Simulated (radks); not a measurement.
Charge is removed step by step from the 1s down level of Pm59+, starting from 1s(up 1, down 1). All-electron calculation, scalar-relativistic Kohn-Sham, r2SCAN, spin-polarised, spherical densities, finite nucleus; meta-GGA in the generalised Kohn-Sham scheme; Fermi nuclear charge, rms radius 4.962 fm. Program: a radial shooting solver on a logarithmic mesh with Libxc functionals.

removed (e) = 0: E - E(0) (eV) 0.000; eigenvalue (eV) -51931
removed (e) = 0.25: E - E(0) (eV) 13009.0; eigenvalue (eV) -52141
removed (e) = 0.5: E - E(0) (eV) 26068; eigenvalue (eV) -52332
removed (e) = 0.75: E - E(0) (eV) 39172; eigenvalue (eV) -52488

The mean slope of the eigenvalue, de/dn, is 742 eV per electron.
